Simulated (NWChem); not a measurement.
System: iodine monochloride (ICl); SMILES ClI

All runs: NWChem. Medium grid unless said otherwise, to which SCAN and Minnesota functionals are sensitive. Coordinates come from a PBE-D3(BJ)/def2-SVP optimisation. def2 effective core potentials on I; no spin-orbit coupling.

**Question.** Predict the results for MN15-L/def2-SVP. Quantities: highest occupied level (eV); orbital gap (eV); dipole (D).

**Answer.** The highest occupied level (eV) is -6.95 and the orbital gap (eV) comes out as 2.61. The dipole (D) comes out as 1.65.
